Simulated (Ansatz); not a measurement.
Program: Ansatz. Geometries: PBE0-D4/def2-TZVP. ΔE: electronic, gas phase. CCSD(T)/CBS is the MP2 limit (def2-TZVPP, def2-QZVPP) plus CCSD(T) − MP2 in def2-TZVPP, frozen cores. This one scheme is used for every species. Functionals use def2-TZVPP. For V outer-core shells are correlated without core-valence functions, which leaves a few kJ/mol of doubt a bond. Scalar relativity is left out up to krypton. Each species was taken in one conformer, which may not be the lowest.

Consider the ligand exchange at a V–Cl bond: `[NH]=[V]([Cl])([Cl])[Cl]` + NH₃ → `[NH]=[V]([NH2])([Cl])[Cl]` + HCl.

| level | ΔE (kcal/mol) | difference from CCSD(T)/CBS |
| --- | --- | --- |
| BLYP-D4 | 11.0 | 1.6 |
| B97M-V | 12.2 | 2.8 |
| r2SCANh-D4 | 11.2 | 1.8 |
| BHLYP-D4 | 10.6 | 1.2 |
| ωB97X-V | 9.2 | -0.2 |
| B2PLYP | 12.3 | 2.9 |
| r2SCAN | 11.5 | 2.1 |
| PBE0 | 10.7 | 1.3 |
| r2SCANh | 11.3 | 1.9 |
| CAM-B3LYP | 9.1 | -0.3 |
| LC-ωPBE | 8.5 | -0.9 |
| HF/def2-TZVPP | 10.6 | 1.2 |
| MP2/def2-TZVPP | 13.9 | 4.5 |
| SCS-MP2/def2-TZVPP | 12.9 | 3.5 |
| CCSD(T)/def2-TZVPP | 8.9 | -0.5 |
| HF/CBS(def2) | 10.8 | 1.4 |
| CCSD(T)/CBS | 9.4 | 0 |

Largest T1 diagnostic among the species: 0.030, so the coupled-cluster value is less sure than usual.

At CCSD(T), def2-SVP lies −2.2 kcal/mol from the extrapolated value and def2-TZVPP −0.5 kcal/mol. Leaving LDA and LC-ωPBE aside and taking each functional with its dispersion term where it has one, the values, not all of them listed here, spread over 3.2 kcal/mol, from CAM-B3LYP-D4 to B2PLYP. LDA lies −1.6 kcal/mol from PBE without D4. From BLYP to BHLYP (50 % exact exchange), in def2-TZVPP and without D4, ΔE moves by −0.8 kcal/mol.
